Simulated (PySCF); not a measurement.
Worked example: oscillator strength and radiative lifetime

C2H6ClSn, SMILES [CH3][Sn+]([CH3])[Cl], charge +1.

Geometry optimised at PBE0-D3(BJ)/def2-SVP. The spin state was assumed, not searched. The isomer is the one that the SMILES or the coordinates give; other isomers of the formula were not compared. The def2 effective core potentials stand for the cores of Sn; spin–orbit coupling is left out.

TDA-PBE0/def2-SVPD (PySCF) puts the first singlet state with f over 0.02 at 5.45 eV (vertical), with the transition dipole (0.414, -0.190, 0.238) in atomic units.

Find the oscillator strength, the wavelength and the radiative lifetime that this transition would have in vacuum if emission retraced absorption.


|μ|² = 0.2641 au, so |μ| = 1.31 D. ΔE = 5.45/27.211 = 0.2003 hartree. f = (2/3) ΔE |μ|² = 0.035 (the program prints 0.035).
λ = 1239.84/5.45 = 227 nm; ν = 43957 cm⁻¹.
Einstein's coefficient A = 0.6670 ν² f s⁻¹ (ν in cm⁻¹) = 4.5e7 s⁻¹, so τ = 1/A = 22 ns. This state is S2; the lower singlet has f = 0.000. The figure is the radiative limit of this one transition; relaxation, internal conversion, crossing to triplets and a medium change what is measured.
